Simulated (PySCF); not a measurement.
Job file and geometry (Å, from PBE0-D3(BJ)/def2-SVP) of an NMR shielding run on SMILES [CH3][Ge]([CH3])([CH3])[CH3], C$_{4}$H$_{12}$Ge, PySCF, GIAO LC-wPBE/pcSseg-1 NMR shielding, non-relativistic, gas phase; density fitting, a coarse starting grid and PySCF grid level 2 are the driver's defaults:

```
{"job": {"kind": "nmr", "xc": "LC-wPBE", "basis": "pcSseg-1", "pop": false}, "charge": 0, "multiplicity": 1}
C     -0.264513    -1.042227    -1.637921
Ge    -0.005205     0.000655    -0.002402
C     -0.080273     1.910605    -0.425966
C     -1.406721    -0.441028     1.290802
C      1.744758    -0.422405     0.767391
H     -1.238815    -0.816242    -2.097083
H     -0.228130    -2.120785    -1.421820
H      0.522757    -0.812537    -2.371976
H      0.068345     2.515765     0.481256
H     -1.055143     2.177723    -0.861301
H      0.704437     2.178368    -1.149763
H     -2.402778    -0.210111     0.883632
H     -1.378605    -1.511599     1.544485
H     -1.272704     0.135419     2.218766
H      1.817472    -1.493986     1.007612
H      2.551157    -0.172833     0.061172
H      1.909969     0.149277     1.693297
```

Question: Write the output of this run.

Answer: 
```
coarse grid: 57800 points
cycle   1  E = -2236.0237944127  dE = -5.702e-01  |g| = 9.181e-01  |ddm| = 3.424e+00
cycle   2  E = -2236.0431054039  dE = -1.931e-02  |g| = 7.767e-01  |ddm| = 6.693e-01
cycle   3  E = -2236.0860493089  dE = -4.294e-02  |g| = 6.889e-02  |ddm| = 3.395e-01
cycle   4  E = -2236.0865467741  dE = -4.975e-04  |g| = 1.451e-02  |ddm| = 5.668e-02
cycle   5  E = -2236.0866025859  dE = -5.581e-05  |g| = 4.050e-03  |ddm| = 1.713e-02
cycle   6  E = -2236.0866079213  dE = -5.335e-06  |g| = 3.543e-04  |ddm| = 6.831e-03
final grid: 122336 points
cycle   7  E = -2236.0866221213  dE = -8.679e-08  |g| = 4.103e-04  |ddm| = 1.204e-03
cycle   8  E = -2236.0866221415  dE = -2.024e-08  |g| = 3.252e-04  |ddm| = 4.970e-04
cycle   9  E = -2236.0866221569  dE = -1.537e-08  |g| = 3.342e-05  |ddm| = 1.759e-04
cycle  10  E = -2236.0866221571  dE = -2.401e-10  |g| = 1.497e-05  |ddm| = 4.289e-05
converged SCF energy = -2236.0866221571

GIAO shielding tensors (ppm)
atom      isotropic    diamagn.    paramagn.     s11        s22        s33       span
  0 C      190.322     251.845     -61.523    187.878    187.976    195.111      7.233
  1 Ge    1340.050    2757.108   -1417.058   1338.693   1340.396   1341.060      2.368
  2 C      190.273     251.838     -61.565    187.833    187.892    195.095      7.262
  3 C      190.319     251.834     -61.515    187.873    187.979    195.105      7.232
  4 C      190.209     251.854     -61.645    187.720    187.830    195.078      7.358
  5 H       31.244      30.742       0.502     26.084     28.210     39.438     13.354
  6 H       31.250      30.762       0.488     26.087     28.234     39.430     13.343
  7 H       31.253      30.772       0.481     26.090     28.254     39.414     13.324
  8 H       31.251      30.770       0.481     26.091     28.244     39.419     13.328
  9 H       31.245      30.745       0.501     26.088     28.210     39.438     13.350
 10 H       31.253      30.774       0.480     26.095     28.249     39.415     13.320
 11 H       31.242      30.737       0.505     26.080     28.210     39.437     13.357
 12 H       31.249      30.760       0.489     26.087     28.236     39.423     13.335
 13 H       31.253      30.768       0.484     26.089     28.251     39.418     13.329
 14 H       31.250      30.776       0.474     26.099     28.226     39.425     13.326
 15 H       31.255      30.786       0.469     26.100     28.242     39.423     13.322
 16 H       31.254      30.786       0.468     26.100     28.244     39.417     13.317
```

Relativistic effects, spin–orbit coupling among them, are left out; they matter for Ge and for the light atoms bonded to it.

Size and cost of the density-fitted run: 169 basis functions, of the order of 30 core-seconds.
